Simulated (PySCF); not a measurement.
GeFCl3, SMILES [F][Ge]([Cl])([Cl])[Cl].

Geometry: B3LYP-D3(BJ)/def2-SVP.

Calculation: TDDFT-PBE/def2-SVPD run with PySCF.

Vertical excitations; the highest root listed may be one member of a degenerate set. Gas-phase values at a fixed geometry. State labels are in the subgroup Cs.

```json
[
 {"state": "S1", "symmetry": "A\"", "energy (eV)": "5.00", "λ (nm)": "248", "f": "0.000", "main pairs": "HOMO→LUMO 100 %"},
 {"state": "S2", "symmetry": "A\"", "energy (eV)": "5.21", "λ (nm)": "238", "f": "0.007", "main pairs": "HOMO−1→LUMO (degenerate set)"},
 {"state": "S3", "symmetry": "A'", "energy (eV)": "5.21", "λ (nm)": "238", "f": "0.007", "main pairs": "HOMO−2→LUMO (degenerate set)"},
 {"state": "S4", "symmetry": "A\"", "energy (eV)": "5.67", "λ (nm)": "219", "f": "0.024", "main pairs": "HOMO−3→LUMO (degenerate set)"},
 {"state": "S5", "symmetry": "A'", "energy (eV)": "5.67", "λ (nm)": "219", "f": "0.024", "main pairs": "HOMO−4→LUMO (degenerate set)"},
 {"state": "S6", "symmetry": "A'", "energy (eV)": "5.77", "λ (nm)": "215", "f": "0.017", "main pairs": "HOMO−5→LUMO 99 %"},
 {"state": "S7", "symmetry": "A'", "energy (eV)": "6.81", "λ (nm)": "182", "f": "0.048", "main pairs": "HOMO−6→LUMO (degenerate set)"},
 {"state": "S8", "symmetry": "A\"", "energy (eV)": "6.81", "λ (nm)": "182", "f": "0.048", "main pairs": "HOMO−7→LUMO (degenerate set)"},
 {"state": "S9", "symmetry": "A\"", "energy (eV)": "7.58", "λ (nm)": "164", "f": "0.000", "main pairs": "HOMO→LUMO+1 99 %"},
 {"state": "S10", "symmetry": "A\"", "energy (eV)": "7.84", "λ (nm)": "158", "f": "0.000", "main pairs": "HOMO−1→LUMO+1 67 %, HOMO→LUMO+2 28 %"},
 {"state": "T1", "symmetry": "A\"", "energy (eV)": "4.67", "λ (nm)": "266", "f": "0", "main pairs": "HOMO→LUMO 100 %"},
 {"state": "T2", "symmetry": "A\"", "energy (eV)": "4.86", "λ (nm)": "255", "f": "0", "main pairs": "HOMO−1→LUMO (degenerate set)"},
 {"state": "T3", "symmetry": "A'", "energy (eV)": "4.86", "λ (nm)": "255", "f": "0", "main pairs": "HOMO−2→LUMO (degenerate set)"},
 {"state": "T4", "symmetry": "A\"", "energy (eV)": "5.26", "λ (nm)": "236", "f": "0", "main pairs": "HOMO−3→LUMO 99 %"}
]
```
Triplets are in the Tamm–Dancoff approximation, which puts them higher than full response would, so one can lie above its singlet here.
